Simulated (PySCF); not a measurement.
# Pb₂Te: bending curve

Method: PBE0 in PySCF with Te def2-SVP with ECP28, Pb def2-SVP with ECP60; scalar-relativistic core potentials, no spin–orbit coupling; density-fitted integrals.

Rigid scan from the singlet minimum (Pb–Pb 3.073 Å, Te–Pb 2.842 Å (×2); Pb–Pb–Te 57.3° (×2), Pb–Te–Pb 65.4°). Coordinate: the Pb–Te–Pb angle, bonds fixed. Energies in kJ/mol from the minimum.

Question: Predict the curve at 80, 90, 100, 110, 120, 130, 140, 150, 160, 170, 180.

Answer: 
```tsv
bond angle (°)	E (kJ/mol)	dipole size (D)
80	48.0	2.12
90	95.3	1.75
100	137.9	1.46
110	174.6	1.22
120	205.8	1.01
130	234.8	0.76
140	263.7	0.47
150	293.4	0.13
160	323.7	0.25
170	204.0	0.58
180	203.8	0.00
```

With the bonds held, the linear shape lies 203.8 kJ/mol from the minimum.

Spin–orbit coupling, left out here, can matter for elements this heavy.
